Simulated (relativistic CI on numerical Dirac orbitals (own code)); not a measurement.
# L2,3 absorption of nickel in several valence states

Computed multiplet spectra 2p⁶3dⁿ → 2p⁵3dⁿ⁺¹ (Dirac-Coulomb-Breit ions, Slater integrals scaled by 0.8, an assumed crystal field that grows with the charge, no charge transfer; 300 K; Lorentzian 0.4 eV and Gaussian 0.3 eV FWHM at both edges, so that L2 comes out sharper than in experiment). Peaks over 5 % are given in eV from the highest peak in the L3 region of each spectrum (height, largest 100). S of the lowest state is read from ⟨S²⟩, and the branching ratio is the share of L3, cut at the minimum between the edges.

Field parameters in Wybourne normalisation: Oh B⁴₀ = 21Dq, B⁴₄ = √(5/14) B⁴₀. The field is a parameter set, without covalency.

- Ni²⁺ (d8, Oh, 10Dq = 10350 cm⁻¹): S = 1.00, branching ratio 0.74; peaks 0.0 (100), 2.1 (25), 3.0 (6), 17.4 (24), 18.6 (27)
- Ni³⁺ (d7, Oh, 10Dq = 13350 cm⁻¹): S = 1.50, high spin, branching ratio 0.83; peaks -3.9 (60), -2.2 (79), -1.4 (83), 0.0 (100), 2.2 (11), 2.9 (8), 16.0 (23), 16.9 (26), 19.0 (5)
- Ni⁴⁺ (d6, Oh, 10Dq = 16400 cm⁻¹): S = 2.00, high spin, branching ratio 0.78; peaks -3.0 (23), -1.9 (23), 0.0 (100), 1.4 (43), 1.8 (42), 3.7 (15), 4.1 (15), 5.6 (7), 15.8 (8), 17.8 (33), 19.6 (8), 21.9 (7)

The centroid of the whole edge, which also moves with the branching ratio, lies at 860.0 (Ni²⁺), 860.7 (Ni³⁺), 865.0 (Ni⁴⁺) eV in this ionic model, in steps of 0.7 to 4.3 eV. Compounds show about 1 to 2 eV a unit and lower energies for the high valences, since ligands screen the charge. The multiplet shape follows the d count and the spin state, and so serves as a fingerprint of valence. Real compounds of Ni³⁺, Ni⁴⁺ are mostly low spin, since covalency shrinks the Slater integrals more than this scale does.
